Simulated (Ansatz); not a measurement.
```yaml
crystal:
  periodic: [false, false, false]
  atoms:
    - {symbol: Si, position_ang: [-1.169534, 0.396723, -0.839704]}
    - {symbol: C, position_ang: [0.045783, -0.820573, -0.131642]}
    - {symbol: In, position_ang: [1.485457, 0.100710, 1.190581]}
    - {symbol: H, position_ang: [-2.162888, -0.233358, -1.754740]}
    - {symbol: H, position_ang: [-0.455881, 1.457179, -1.606957]}
    - {symbol: H, position_ang: [-1.925317, 1.072502, 0.253287]}
    - {symbol: H, position_ang: [0.589527, -1.304082, -0.948048]}
    - {symbol: H, position_ang: [-0.495244, -1.587443, 0.429495]}
    - {symbol: H, position_ang: [1.125107, 0.215581, 2.874407]}
    - {symbol: H, position_ang: [2.963001, 0.702750, 0.533311]}
basis:
  gaussian: {orbitals: ANO-RCC-VTZP, fitting: {mean_field: cc-pVTZ-jkfit}}
magnetization: {spin_polarized: true, initial_magnetization: 2}
hamiltonian: {xc: {name: B2GP-PLYP}}
accuracy: high
output: {forces: true}
```

```sh
$ ansatz run in.yaml --threads 2 --pin off --events-out ev --progress --plain --max-ram 4352MiB
```

It prints (some lines left out):

```
Functional definition: B2GP-PLYP
Error: <dir> the basis set cc-pVTZ-JKFIT has no functions for In
```
